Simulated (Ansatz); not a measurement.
A short molecular-dynamics run on Si₈BH₁₆, a doped cluster cut from the lattice of silicon (B on a surface site).

```yaml
crystal:
  periodic: [false, false, false]
  atoms:
    - {symbol: B, position_ang: [-1.194789, -1.194237, 0.820273]}
    - {symbol: Si, position_ang: [1.518035, -1.579453, -1.527997]}
    - {symbol: Si, position_ang: [-1.582793, 1.509408, -1.532848]}
    - {symbol: Si, position_ang: [1.292089, 1.298013, 1.021994]}
    - {symbol: Si, position_ang: [-2.582624, -0.111561, -0.129151]}
    - {symbol: Si, position_ang: [-0.104795, -2.578764, -0.126037]}
    - {symbol: Si, position_ang: [-0.151907, -0.156250, 2.267742]}
    - {symbol: Si, position_ang: [2.752475, -0.048246, -0.235923]}
    - {symbol: Si, position_ang: [-0.059685, 2.751194, -0.238376]}
    - {symbol: H, position_ang: [-1.520360, -1.513880, 2.006815]}
    - {symbol: H, position_ang: [0.864354, -0.827920, -2.658699]}
    - {symbol: H, position_ang: [2.456129, -2.599307, -2.125220]}
    - {symbol: H, position_ang: [-2.602381, 2.443174, -2.137266]}
    - {symbol: H, position_ang: [-0.825597, 0.853162, -2.658266]}
    - {symbol: H, position_ang: [2.044928, 2.055965, 2.098230]}
    - {symbol: H, position_ang: [-3.462011, -0.952386, -1.026688]}
    - {symbol: H, position_ang: [-3.486900, 0.664851, 0.800229]}
    - {symbol: H, position_ang: [-0.941304, -3.460762, -1.025098]}
    - {symbol: H, position_ang: [0.671236, -3.480232, 0.806349]}
    - {symbol: H, position_ang: [0.676797, -1.056895, 3.146169]}
    - {symbol: H, position_ang: [-1.048107, 0.666743, 3.156127]}
    - {symbol: H, position_ang: [3.638567, -0.789650, 0.733863]}
    - {symbol: H, position_ang: [3.621583, 0.848775, -1.083052]}
    - {symbol: H, position_ang: [-0.807669, 3.633175, 0.730102]}
    - {symbol: H, position_ang: [0.834716, 3.625104, -1.083272]}
basis:
  gaussian: {orbitals: "6-31G*"}
magnetization: {spin_polarized: true, initial_magnetization: 1}
hamiltonian: {xc: {name: r2SCAN}}
md: {timestep: 1 fs, n_steps: 15, ensemble: nvt_nose_hoover, temperature: 500, initial_velocities: maxwell_boltzmann, seed: 53}
scf: {omitted_lower_state_checks: [starts]}
```

```sh
$ ansatz run in.yaml --threads 2 --pin off --events-out ev --progress --plain --max-ram 31744MiB --backend cuda --devices 0, --max-vram 18GiB
```

```
step  time (fs)  potential energy (eV)  kinetic (eV)  T (K)  conserved (eV)
   0        0.0            -63947.4387        1.4865    500     -63945.9522
   1        1.0            -63947.3709        1.4212    478     -63945.9497
   2        2.0            -63947.2434        1.2972    436     -63945.9462
   3        3.0            -63947.1096        1.1664    392     -63945.9433
   4        4.0            -63947.0147        1.0725    361     -63945.9423
   5        5.0            -63946.9734        1.0300    346     -63945.9438
   6        6.0            -63946.9633        1.0170    342     -63945.9468
   7        7.0            -63946.9377        0.9888    333     -63945.9496
   8        8.0            -63946.8556        0.9066    305     -63945.9501
   9        9.0            -63946.7126        0.7668    258     -63945.9472
  10       10.0            -63946.5555        0.6150    207     -63945.9423
  11       11.0            -63946.4599        0.5229    176     -63945.9392
  12       12.0            -63946.4726        0.5343    180     -63945.9408
  13       13.0            -63946.5692        0.6266    211     -63945.9456
  14       14.0            -63946.6774        0.7317    246     -63945.9494
  15       15.0            -63946.7361        0.7904    266     -63945.9502
```

Velocities are drawn at the set temperature; a run this short doesn't reach equilibrium.

The 6-31G sets use Cartesian d functions.

Frames (Å, forces in eV/Å):

```xyz
25
time=0.0 fs
B    -1.195   -1.194    0.820   -0.141   -0.139    0.270
Si    1.518   -1.579   -1.528    0.049   -0.026   -0.105
Si   -1.583    1.509   -1.533   -0.027    0.049   -0.108
Si    1.292    1.298    1.022    0.050    0.048    0.110
Si   -2.583   -0.112   -0.129   -0.197    0.109   -0.142
Si   -0.105   -2.579   -0.126    0.111   -0.196   -0.142
Si   -0.152   -0.156    2.268    0.070    0.069    0.218
Si    2.752   -0.048   -0.236    0.164    0.023   -0.030
Si   -0.060    2.751   -0.238    0.020    0.163   -0.028
H    -1.520   -1.514    2.007    0.116    0.114   -0.235
H     0.864   -0.828   -2.659    0.136   -0.152    0.174
H     2.456   -2.599   -2.125   -0.164    0.163    0.085
H    -2.602    2.443   -2.137    0.163   -0.163    0.086
H    -0.826    0.853   -2.658   -0.152    0.137    0.173
H     2.045    2.056    2.098   -0.113   -0.114   -0.153
H    -3.462   -0.952   -1.027    0.123    0.119    0.186
H    -3.487    0.665    0.800    0.131   -0.149   -0.132
H    -0.941   -3.461   -1.025    0.117    0.123    0.187
H     0.671   -3.480    0.806   -0.148    0.130   -0.133
H     0.677   -1.057    3.146   -0.177    0.137   -0.133
H    -1.048    0.667    3.156    0.136   -0.177   -0.135
H     3.639   -0.790    0.734   -0.127    0.127   -0.161
H     3.622    0.849   -1.083   -0.113   -0.155    0.153
H    -0.808    3.633    0.730    0.128   -0.126   -0.161
H     0.835    3.625   -1.083   -0.155   -0.114    0.153
25
time=1.0 fs
B    -1.188   -1.184    0.824   -0.254   -0.395    0.485
Si    1.519   -1.579   -1.532   -0.101   -0.012   -0.192
Si   -1.583    1.514   -1.536    0.107   -0.042   -0.054
Si    1.298    1.299    1.016   -0.272   -0.068   -0.081
Si   -2.578   -0.111   -0.133   -0.581    0.223    0.090
Si   -0.107   -2.583   -0.126    0.057    0.069   -0.305
Si   -0.153   -0.154    2.274    0.115   -0.073    0.548
Si    2.748   -0.049   -0.233    0.229   -0.168    0.057
Si   -0.066    2.744   -0.234    0.261    0.421   -0.262
H    -1.545   -1.528    2.026    0.281    0.266   -0.601
H     0.856   -0.834   -2.671    0.191   -0.155    0.285
H     2.444   -2.593   -2.154   -0.119    0.135    0.128
H    -2.603    2.435   -2.136    0.077   -0.072    0.005
H    -0.790    0.873   -2.647   -0.227    0.118    0.164
H     2.029    2.081    2.055    0.109    0.045    0.151
H    -3.486   -0.946   -1.027    0.266    0.189    0.284
H    -3.495    0.663    0.832    0.395   -0.318   -0.435
H    -0.925   -3.484   -1.023    0.086    0.145    0.202
H     0.686   -3.451    0.794   -0.017   -0.077    0.069
H     0.694   -1.060    3.169   -0.379    0.347   -0.344
H    -1.074    0.657    3.169    0.307   -0.238   -0.256
H     3.658   -0.758    0.741   -0.210    0.048   -0.150
H     3.637    0.817   -1.065   -0.035    0.056   -0.025
H    -0.813    3.622    0.733    0.116   -0.097   -0.110
H     0.851    3.640   -1.078   -0.402   -0.349    0.346
25
time=3.0 fs
B    -1.175   -1.165    0.832   -0.401   -0.800    0.544
Si    1.521   -1.578   -1.539   -0.362   -0.019   -0.199
Si   -1.585    1.522   -1.543    0.354   -0.217    0.131
Si    1.311    1.300    1.005   -0.850   -0.289   -0.364
Si   -2.570   -0.109   -0.142   -0.981    0.339    0.444
Si   -0.113   -2.593   -0.126   -0.001    0.599   -0.518
Si   -0.156   -0.150    2.287    0.185   -0.229    0.864
Si    2.740   -0.050   -0.226    0.309   -0.473    0.150
Si   -0.077    2.729   -0.225    0.559    0.682   -0.560
H    -1.584   -1.546    2.045    0.494    0.449   -0.947
H     0.846   -0.849   -2.685    0.215   -0.068    0.364
H     2.418   -2.576   -2.208    0.019    0.029    0.175
H    -2.603    2.419   -2.134   -0.128    0.135   -0.170
H    -0.725    0.917   -2.621   -0.319    0.039    0.075
H     2.004    2.133    1.977    0.486    0.353    0.653
H    -3.525   -0.928   -1.019    0.436    0.215    0.351
H    -3.499    0.650    0.880    0.671   -0.438   -0.796
H    -0.891   -3.527   -1.013   -0.021    0.125    0.171
H     0.717   -3.396    0.774    0.239   -0.424    0.423
H     0.718   -1.055    3.202   -0.588    0.539   -0.560
H    -1.116    0.630    3.188    0.501   -0.233   -0.364
H     3.690   -0.693    0.752   -0.316   -0.143   -0.066
H     3.668    0.756   -1.032    0.117    0.428   -0.355
H    -0.820    3.598    0.737    0.051    0.004    0.043
H     0.871    3.657   -1.057   -0.670   -0.601    0.511
25
time=5.0 fs
B    -1.163   -1.148    0.842   -0.432   -1.040    0.186
Si    1.522   -1.578   -1.547   -0.513   -0.111   -0.003
Si   -1.585    1.529   -1.549    0.424   -0.284    0.324
Si    1.322    1.301    0.993   -1.097   -0.165   -0.174
Si   -2.564   -0.107   -0.150   -0.856    0.344    0.632
Si   -0.118   -2.601   -0.127    0.219    0.907   -0.376
Si   -0.158   -0.146    2.301    0.267   -0.214    0.676
Si    2.733   -0.053   -0.219    0.517   -0.543   -0.009
Si   -0.088    2.715   -0.217    0.559    0.661   -0.582
H    -1.605   -1.548    2.029    0.526    0.464   -0.843
H     0.844   -0.867   -2.687    0.122    0.127    0.250
H     2.393   -2.558   -2.256    0.173   -0.096    0.191
H    -2.607    2.407   -2.138   -0.231    0.252   -0.277
H    -0.673    0.962   -2.592   -0.326   -0.076   -0.086
H     1.996    2.198    1.922    0.520    0.300    0.665
H    -3.548   -0.902   -0.999    0.411    0.081    0.232
H    -3.478    0.621    0.899    0.619   -0.295   -0.800
H    -0.858   -3.565   -0.996   -0.157    0.042    0.087
H     0.756   -3.357    0.770    0.245   -0.483    0.467
H     0.719   -1.030    3.215   -0.517    0.423   -0.481
H    -1.140    0.594    3.193    0.448   -0.062   -0.270
H     3.711   -0.634    0.761   -0.342   -0.341    0.063
H     3.703    0.711   -1.012    0.068    0.560   -0.467
H    -0.825    3.574    0.743   -0.025    0.097    0.199
H     0.866    3.652   -1.016   -0.622   -0.546    0.397
25
time=7.0 fs
B    -1.153   -1.135    0.853   -0.296   -1.072   -0.575
Si    1.522   -1.577   -1.555   -0.535   -0.293    0.283
Si   -1.585    1.537   -1.555    0.233   -0.191    0.399
Si    1.332    1.302    0.981   -1.039    0.348    0.411
Si   -2.559   -0.104   -0.157   -0.245    0.235    0.585
Si   -0.123   -2.608   -0.128    0.723    0.936    0.069
Si   -0.159   -0.142    2.316    0.326   -0.023    0.014
Si    2.726   -0.055   -0.212    0.928   -0.410   -0.394
Si   -0.098    2.702   -0.210    0.210    0.434   -0.271
H    -1.606   -1.532    1.982    0.337    0.295   -0.287
H     0.846   -0.881   -2.679   -0.034    0.361    0.025
H     2.374   -2.544   -2.296    0.273   -0.168    0.212
H    -2.619    2.405   -2.153   -0.121    0.192   -0.246
H    -0.632    1.004   -2.567   -0.281   -0.190   -0.258
H     2.007    2.274    1.891    0.239   -0.169    0.262
H    -3.556   -0.873   -0.970    0.204   -0.177   -0.032
H    -3.434    0.581    0.888    0.256    0.082   -0.425
H    -0.831   -3.601   -0.976   -0.262   -0.034    0.015
H     0.804   -3.336    0.782   -0.060   -0.274    0.178
H     0.701   -0.989    3.210   -0.163    0.022   -0.110
H    -1.147    0.557    3.188    0.166    0.224   -0.010
H     3.718   -0.588    0.772   -0.319   -0.490    0.172
H     3.740    0.687   -1.009   -0.233    0.434   -0.317
H    -0.830    3.554    0.756   -0.047    0.105    0.266
H     0.839    3.627   -0.961   -0.258   -0.178    0.035
25
time=9.0 fs
B    -1.144   -1.126    0.861    0.048   -0.868   -1.673
Si    1.522   -1.577   -1.562   -0.494   -0.485    0.466
Si   -1.585    1.544   -1.561   -0.084   -0.034    0.312
Si    1.340    1.303    0.970   -0.947    0.857    0.964
Si   -2.553   -0.102   -0.163    0.633   -0.023    0.230
Si   -0.126   -2.614   -0.129    1.209    0.821    0.475
Si   -0.161   -0.138    2.331    0.290    0.298   -0.862
Si    2.720   -0.059   -0.205    1.357   -0.267   -0.778
Si   -0.108    2.689   -0.203   -0.405    0.101    0.297
H    -1.595   -1.506    1.925   -0.080   -0.046    0.685
H     0.847   -0.880   -2.670   -0.142    0.511   -0.143
H     2.366   -2.536   -2.328    0.278   -0.146    0.263
H    -2.636    2.409   -2.176    0.125    0.018   -0.110
H    -0.603    1.039   -2.551   -0.250   -0.259   -0.360
H     2.027    2.343    1.870   -0.056   -0.663   -0.130
H    -3.556   -0.850   -0.942   -0.059   -0.440   -0.309
H    -3.381    0.545    0.862   -0.332    0.611    0.262
H    -0.814   -3.638   -0.955   -0.290   -0.025    0.012
H     0.850   -3.325    0.801   -0.425   -0.032   -0.167
H     0.678   -0.948    3.201    0.348   -0.514    0.419
H    -1.148    0.528    3.182   -0.182    0.498    0.272
H     3.713   -0.560    0.789   -0.291   -0.560    0.203
H     3.767    0.679   -1.018   -0.569    0.224   -0.070
H    -0.838    3.537    0.779    0.003    0.013    0.207
H     0.801    3.595   -0.905    0.315    0.409   -0.464
25
time=11.0 fs
B    -1.135   -1.120    0.864    0.327   -0.659   -2.387
Si    1.521   -1.578   -1.569   -0.504   -0.550    0.418
Si   -1.585    1.551   -1.566   -0.310    0.041    0.107
Si    1.347    1.305    0.960   -0.944    1.093    1.268
Si   -2.547   -0.099   -0.169    1.147   -0.283   -0.145
Si   -0.129   -2.619   -0.130    1.452    0.663    0.620
Si   -0.162   -0.134    2.345    0.235    0.493   -1.302
Si    2.716   -0.063   -0.200    1.605   -0.244   -0.984
Si   -0.119    2.677   -0.196   -0.817    0.004    0.727
H    -1.586   -1.481    1.893   -0.410   -0.297    1.373
H     0.843   -0.860   -2.666   -0.103    0.473   -0.104
H     2.367   -2.533   -2.350    0.203   -0.055    0.325
H    -2.649    2.415   -2.204    0.334   -0.130    0.037
H    -0.583    1.064   -2.549   -0.279   -0.267   -0.346
H     2.045    2.387    1.845   -0.202   -0.910   -0.295
H    -3.558   -0.845   -0.925   -0.152   -0.526   -0.404
H    -3.340    0.531    0.845   -0.746    0.966    0.766
H    -0.808   -3.677   -0.934   -0.244    0.090    0.079
H     0.879   -3.316    0.814   -0.627    0.091   -0.356
H     0.667   -0.926    3.208    0.596   -0.770    0.678
H    -1.155    0.517    3.187   -0.297    0.581    0.347
H     3.697   -0.554    0.814   -0.280   -0.547    0.141
H     3.774    0.680   -1.030   -0.733    0.073    0.116
H    -0.845    3.521    0.810    0.084   -0.115    0.073
H     0.775    3.579   -0.866    0.664    0.786   -0.752
25
time=13.0 fs
B    -1.125   -1.117    0.858    0.120   -0.739   -1.834
Si    1.520   -1.579   -1.575   -0.593   -0.434    0.224
Si   -1.585    1.559   -1.571   -0.343   -0.034   -0.124
Si    1.352    1.309    0.951   -1.035    0.991    1.299
Si   -2.540   -0.096   -0.175    0.771   -0.254   -0.019
Si   -0.129   -2.623   -0.130    1.421    0.536    0.502
Si   -0.162   -0.129    2.357    0.293    0.340   -0.929
Si    2.715   -0.067   -0.196    1.569   -0.371   -0.962
Si   -0.130    2.664   -0.188   -0.575    0.466    0.653
H    -1.593   -1.467    1.911   -0.210   -0.155    0.901
H     0.836   -0.823   -2.666    0.061    0.261    0.100
H     2.377   -2.532   -2.360    0.103    0.039    0.353
H    -2.648    2.416   -2.231    0.384   -0.161    0.121
H    -0.574    1.079   -2.559   -0.348   -0.228   -0.237
H     2.056    2.397    1.810   -0.168   -0.841   -0.214
H    -3.565   -0.858   -0.923    0.025   -0.362   -0.247
H    -3.326    0.554    0.856   -0.552    0.783    0.493
H    -0.810   -3.711   -0.909   -0.172    0.246    0.153
H     0.885   -3.304    0.814   -0.591    0.067   -0.324
H     0.677   -0.932    3.239    0.293   -0.477    0.368
H    -1.173    0.528    3.204   -0.053    0.421    0.140
H     3.670   -0.568    0.845   -0.276   -0.470    0.013
H     3.753    0.684   -1.038   -0.646    0.037    0.168
H    -0.849    3.501    0.843    0.134   -0.196   -0.050
H     0.773    3.591   -0.855    0.391    0.535   -0.547
25
time=15.0 fs
B    -1.114   -1.116    0.846   -0.312   -0.864   -0.667
Si    1.517   -1.581   -1.581   -0.695   -0.199    0.093
Si   -1.586    1.566   -1.576   -0.216   -0.245   -0.277
Si    1.357    1.315    0.945   -1.234    0.533    1.071
Si   -2.532   -0.094   -0.181   -0.061    0.002    0.440
Si   -0.127   -2.626   -0.129    1.160    0.530    0.195
Si   -0.162   -0.124    2.368    0.377    0.032   -0.254
Si    2.715   -0.072   -0.193    1.225   -0.627   -0.741
Si   -0.142    2.653   -0.179    0.045    1.150    0.254
H    -1.606   -1.458    1.963    0.250    0.127   -0.098
H     0.830   -0.776   -2.661    0.228   -0.003    0.292
H     2.390   -2.530   -2.356    0.031    0.079    0.312
H    -2.634    2.410   -2.253    0.249   -0.056    0.114
H    -0.578    1.086   -2.579   -0.392   -0.178   -0.103
H     2.061    2.376    1.767    0.052   -0.450    0.096
H    -3.571   -0.886   -0.931    0.306   -0.078    0.015
H    -3.333    0.605    0.884   -0.018    0.247   -0.239
H    -0.820   -3.737   -0.879   -0.125    0.352    0.171
H     0.870   -3.289    0.802   -0.317   -0.093   -0.076
H     0.698   -0.956    3.284   -0.226    0.040   -0.176
H    -1.193    0.555    3.227    0.320    0.163   -0.162
H     3.633   -0.600    0.875   -0.244   -0.353   -0.133
H     3.708    0.690   -1.039   -0.324    0.127    0.068
H    -0.848    3.473    0.875    0.115   -0.186   -0.100
H     0.786    3.623   -0.864   -0.191   -0.053   -0.095
```

Hardware: 2 threads of AMD EPYC 7R13 on a shared host and a share (18 GiB) of an NVIDIA H100 80GB HBM3. Wall time 1.8 min, peak host memory 1.1 GiB.
